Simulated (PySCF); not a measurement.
# V⁺: ionisation energy

V⁺ [Ar] 3d4 (5D) → V²⁺ [Ar] 3d3 (4F), as a difference of total energies. All numbers are calculated (PySCF 2.14, the spin-free X2C one-electron Hamiltonian (Gaussian nucleus), in Sapporo-DKH3-DZP-2012). Correlated levels: valence: [Ar] frozen. The calculations carry no spin-orbit coupling.

| method | ionisation energy (eV) | difference from reference (eV) |
| --- | --- | --- |
| UHF | 13.207 | -1.427 |
| PBE0 | 14.984 | +0.350 |
| MP2 (valence) | 13.875 | -0.759 |
| SCS-MP2 (valence) | 13.429 | -1.205 |

Reference: 14.634 ± 0.007 eV (measured; NIST Atomic Spectra Database, ionization energies).

The reference lies between the lowest fine-structure levels, while these numbers refer to the centres of the terms.

Errors of the correlated levels include the incompleteness of this basis and the frozen core.
